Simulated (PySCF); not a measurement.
## Electron correlation in Cl²⁺ (chlorine, charge +2)

[Ne] 3s1 3p3 4s1, high-spin 6S determinant (an excited configuration). Computed with PySCF 2.14 in aug-cc-pwCVDZ, with no relativity, point nucleus. Frozen: 1s2; 13 electrons correlated.

```tsv
level	correlation energy (mhartree)
CCSD	-179.03
(T)	-0.88
CCSD(T)	-179.91
```

Diagnostics: T1 = 0.0030, D1 = 0.0141, largest double amplitude 0.043.

Is a single reference adequate?

Yes: T1 lies below 0.03 and no double amplitude reaches 0.07.
